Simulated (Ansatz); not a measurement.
A CCSD(T) single point on C$_{2}$H$_{6}$O$_{2}$SSi, SMILES `OC(=S)OC[SiH3]`.

```yaml
crystal:
  periodic: [false, false, false]
  atoms:
    - {symbol: O, position_ang: [-1.509974, 0.208755, 1.733580]}
    - {symbol: C, position_ang: [-1.384235, 1.068430, 0.723907]}
    - {symbol: S, position_ang: [-2.292899, 2.413778, 0.550195]}
    - {symbol: O, position_ang: [-0.444889, 0.722254, -0.128890]}
    - {symbol: C, position_ang: [0.315540, -0.480435, 0.090873]}
    - {symbol: Si, position_ang: [1.544888, -0.650935, -1.336960]}
    - {symbol: H, position_ang: [-2.219424, 0.558749, 2.289500]}
    - {symbol: H, position_ang: [0.833813, -0.420790, 1.051919]}
    - {symbol: H, position_ang: [-0.356736, -1.341654, 0.135331]}
    - {symbol: H, position_ang: [0.813173, -0.752353, -2.622876]}
    - {symbol: H, position_ang: [2.460109, 0.515759, -1.358408]}
    - {symbol: H, position_ang: [2.317833, -1.896859, -1.094070]}
basis:
  gaussian: {orbitals: def2-TZVPP}
correlation: {method: ccsd_t}
```

```sh
$ ansatz run in.yaml --threads 2 --pin off --events-out ev --progress --plain --max-ram 22528MiB --backend cuda --devices 0, --max-vram 18GiB
```

The program prints (abridged):

```
Functional definition: HF
1743 factors; integrals over basis functions are off by at most 9.9e-4 eV
mean field evaluation 1: about -24908.4178 eV, gradient 3.9e1 eV
mean field evaluation 2: about -24908.8136 eV, gradient 3.9e1 eV
mean field evaluation 4: about -24912.4763 eV, gradient 4.8e0 eV
mean field evaluation 8: about -24912.5603 eV, gradient 3.1e-1 eV
mean field -24912.56096221 eV, -915.5197290208 hartree, gradient 5.2e-6 eV, S^2 0.000000; 0 other end points of the search recorded, 0 dependent functions left out
14 core orbitals not correlated: weight in the atoms' cores, before any rotation towards them, 1.000 or more for the frozen orbitals, at most 0.000 for the correlated occupied ones
reference -24912.56096221 eV, -915.5197290208 hartree; 18, 18 occupied and 260, 260 virtual orbitals, 1743 factors
second order -29.71226709 eV of doubles, -0.00000000 eV of singles
cycle   1  -29.94231173 eV  change   -2.3e-1 eV  update   1.4e-1
cycle   2  -30.76656013 eV  change   -8.2e-1 eV  update   4.2e-2
cycle   3  -30.97093724 eV  change   -2.0e-1 eV  update   2.3e-2
cycle   4  -30.94600597 eV  change    2.5e-2 eV  update   6.0e-3
cycle   5  -30.94394981 eV  change    2.1e-3 eV  update   2.7e-3
cycle   6  -30.94455853 eV  change   -6.1e-4 eV  update   8.2e-4
cycle   7  -30.94392001 eV  change    6.4e-4 eV  update   3.8e-4
cycle   8  -30.94384525 eV  change    7.5e-5 eV  update   1.6e-4
cycle   9  -30.94399728 eV  change   -1.5e-4 eV  update   7.0e-5
cycle  10  -30.94398224 eV  change    1.5e-5 eV  update   2.5e-5
perturbative correction -1.36472664 eV, -0.0501527788 hartree
Total energy: -24944.86967109 eV, -916.7070521724 hartree
```

Hardware: 2 threads of an AMD EPYC 7R13 on a shared host and a share of an NVIDIA H100 80 GB. Wall time 5.5 s, peak host memory 0.86 GiB.

MP2 recovers 92.0 % of the CCSD(T) correlation energy and the triples give 4.2 %; T1 = 0.0154.
